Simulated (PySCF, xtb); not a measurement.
GaF₂, SMILES [F][Ga][F], multiplicity 2.

Harmonic wavenumbers (cm⁻¹) from GFN2-xTB in xtb at its own minimum, in rising order: 69, 348, 355.

Question: What does r2SCAN-D4/def2-TZVP (PySCF 2.14.0) give at its own minimum? (Estimate from the structure and the level; the computed values follow.)

Answer: 179, 645, 681. Paired by order, the mean absolute difference is 245 cm⁻¹ and the zero-point energies are 1.1 and 2.2 kcal/mol.
